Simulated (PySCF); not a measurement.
## From computed data to an observable: oscillator strength and radiative lifetime

Zn(Cl)(SH) (ClHSZn), SMILES [SH][Zn][Cl].

The structure is a stationary point at B3LYP-D3(BJ)/def2-TZVP. Other conformers were not sampled.

TDDFT-M06-2X/def2-SVPD in PySCF puts the first singlet state with f over 0.02 at 4.98 eV (vertical), with the transition dipole (0.000, 0.000, 0.464) in atomic units.

### Question
Find the oscillator strength, the wavelength and the radiative lifetime that this transition would have in vacuum if emission retraced absorption.

### Answer

|μ|² = 0.2153 au, so |μ| = 1.18 D. ΔE = 4.98/27.211 = 0.1830 hartree. f = (2/3) ΔE |μ|² = 0.026 (the program prints 0.026).
λ = 1239.84/4.98 = 249 nm; ν = 40166 cm⁻¹.
Einstein's coefficient A = 0.6670 ν² f s⁻¹ (ν in cm⁻¹) = 2.8e7 s⁻¹, so τ = 1/A = 35 ns. This state is S1. The figure is the radiative limit of this one transition; relaxation, internal conversion, crossing to triplets and a medium change what is measured.
